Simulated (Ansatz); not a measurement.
Calculated with Ansatz (gas phase, PBE0-D4/def2-TZVP geometries, no zero-point term in ΔE). CCSD(T)/CBS adds triple-zeta CCSD(T) − MP2 to the extrapolated MP2 energy (def2 sets, frozen cores). This one scheme is used for every species. DFT in def2-TZVPP. For Ga outer-core shells are correlated without core-valence functions, which leaves a few kJ/mol of doubt a bond. Scalar relativity is left out up to krypton. One conformer a species, not always the lowest.

`[CH3][Ga]([Cl])[c]1ccccc1` + HCl → `Clc1ccccc1` + `[CH3][GaH][Cl]`  (substitution at a C–Ga bond)

| species | r2SCAN0-D4 energy (Eh) |
| --- | --- |
| `[CH3][Ga]([Cl])[c]1ccccc1` | -2656.54632 |
| HCl | -460.78281 |
| `Clc1ccccc1` | -691.75456 |
| `[CH3][GaH][Cl]` | -2425.55358 |

(1) Work out ΔE.

Largest T1 diagnostic among the species: 0.011.

Results:

(1) ΔE = (-691.75456) + (-2425.55358) − (-2656.54632) − (-460.78281) = 0.02099 Eh = +55.1 kJ/mol. CCSD(T)/CBS gives +67.7 kJ/mol.

The D4 term adds +10.1 kJ/mol with B3LYP and +6.2 kJ/mol with PBE0; it sums over pairs of atoms, weighted by their polarisabilities, and B3LYP, whose exchange is more repulsive, gets the larger term. Leaving LDA and LC-ωPBE aside and taking each functional with its dispersion term where it has one, the values, not all of them listed here, spread over 17.5 kJ/mol, from B97M-V to BHLYP-D4. At CCSD(T), def2-SVP lies −4.1 kJ/mol from the extrapolated value and def2-TZVPP +0.5 kJ/mol.

B3LYP here is the variant with VWN-RPA as its local correlation; programs differ in this.
